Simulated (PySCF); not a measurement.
# C₆ coefficients of unlike pairs at PBE0

Calculated with PySCF 2.14 from the dipole response of each species, C₆(A,B) = (3/π) ∫ α_A(iu) α_B(iu) du, in atomic units, from isotropic polarisabilities. For ions this is the dispersion term alone; charge-induced terms of lower order in 1/R come first.

| species | configuration | basis | relativity | α (bohr³) | C₆ (like pair) |
| --- | --- | --- | --- | --- | --- |
| Ge | [Ar] 3d10 4s2 4p2 (3P) | aug-cc-pwCVQZ-PP with ECP10MDF (10s9p8d6f4g1h) | core potential | 43.48 | 379.4 |
| Ag⁺ | [Kr] 4d10 (1S) | aug-cc-pwCVTZ-PP with ECP28MDF (8s8p7d4f3g) | core potential | 9.668 | 57.17 |
| N | [He] 2s2 2p3 (4S) | aug-cc-pVQZ (6s5p4d3f2g) | none | 7.754 | 26.21 |
| I⁺ | [Kr] 4d10 5s2 5p4 (3P) | aug-cc-pwCVTZ-DK3 (10s9p7d4f1g) | spin-free X2C | 20.26 | 175.8 |

(1) Estimate C₆ for I⁺ with Ge.

No spin-orbit coupling is included.

The other pairs:

```tsv
pair	C₆
I⁺, N	67.83
N, Ge	94.06
Ag⁺, Ge	128.9
I⁺, Ag⁺	97.99
N, Ag⁺	37.90
```

Results:

(1) The integral gives 244.8. The combination rule 2 C_A C_B / (C_A α_B/α_A + C_B α_A/α_B) gives 240.8 and the geometric mean 258.3.
